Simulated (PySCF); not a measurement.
Z-matrix (Å, degrees):
```
Zr
N 1 2.0632
H 2 1.0245 1 129.56
H 2 1.0268 3 107.28 1 174.26
N 1 2.0633 2 109.75 3 12.11
H 5 1.0245 1 129.24 2 106.03
H 5 1.0266 6 107.37 1 -174.19
N 1 2.0637 2 109.95 3 -107.37
H 8 1.0245 1 129.47 2 -12.57
H 8 1.0267 9 107.31 1 -174.68
N 1 2.0637 2 108.66 3 132.17
H 11 1.0246 1 129.30 2 134.01
H 11 1.0267 12 107.28 1 174.36
```
Charge 0, multiplicity 1.

Question: What is the computed HOMO–LUMO gap, total energy, charge on the central atom (Mulliken), HOMO and LUMO (PySCF with TPSSh-D3(BJ)/def2-TZVP // TPSS-D3(BJ)/def2-SVP)?

Answer: 
```yaml
HOMO–LUMO gap: 5.54 eV
total_energy: -271.1376 Ha
charge on the central atom (Mulliken): 1.72 e
HOMO: -5.93 eV
LUMO: -0.39 eV
```
